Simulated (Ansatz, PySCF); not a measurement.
Reaction (SMILES): [SiH3]P + [H][H] (H2) -> P (PH3) + [SiH4] (SiH4)
Geometries: B3LYP-D3(BJ)/def2-TZVP minima from Ansatz (an electronic-structure program).
Geometry of the first species:
```
Si
H 1 1.4814
H 1 1.4814 2 109.01
H 1 1.4818 2 108.98 3 -118.83
P 1 2.2675 2 107.93 4 -124.18
H 5 1.4194 1 94.18 2 168.19
H 5 1.4194 6 93.73 1 94.47
```
Charge 0, spin multiplicity 1.

Wanted: energy of full hydrogenation (enthalpy at 298 K, with B3LYP-D3(BJ) rigid-rotor harmonic-oscillator terms from PySCF), in kcal/mol. Cores are frozen in the correlated levels unless marked. Spin-orbit coupling is left out. No relativistic terms. CBS(X,Y): correlation extrapolated as X^-3; Hartree-Fock from the larger set. The bracket is a focal-point correction in the basis named.

```tsv
level	program	energy of full hydrogenation (kcal/mol)
TPSS/def2-TZVPD	PySCF	-0.4
TPSS-D3(BJ)/def2-TZVPD	PySCF + dftd3	1.1
M06-L-D4/def2-TZVPD	PySCF + dftd4	-4.3
PBE0/def2-TZVP	Ansatz	1.2
TPSSh-D4/def2-TZVPD	PySCF + dftd4	0.9
r2SCANh-D4/def2-TZVPD	Ansatz + dftd4	2.1
r2SCANh/def2-TZVPD	Ansatz	1.8
PW6B95-D4/def2-TZVPD	PySCF + dftd4	1.4
wB97X-V/def2-TZVPD	Ansatz	?
B2PLYP-D3(BJ)/def2-TZVPD	Ansatz + dftd3	?
CCSD/STO-3G	Ansatz	-1.8
CCSD/cc-pV(D+d)Z	Ansatz	?
CCSD/def2-SVP	Ansatz	?
RI-MP2/CBS(aug-cc-pV(T+d)Z,aug-cc-pV(Q+d)Z)+[CCSD(T)-MP2]/aug-cc-pV(T+d)Z	Ansatz	1.2
```

Q: Complete the blanks.

A: 
- wB97X-V/def2-TZVPD, energy of full hydrogenation (kcal/mol): 0.2
- B2PLYP-D3(BJ)/def2-TZVPD, energy of full hydrogenation (kcal/mol): 0.8
- CCSD/cc-pV(D+d)Z, energy of full hydrogenation (kcal/mol): -3.9
- CCSD/def2-SVP, energy of full hydrogenation (kcal/mol): -4.2
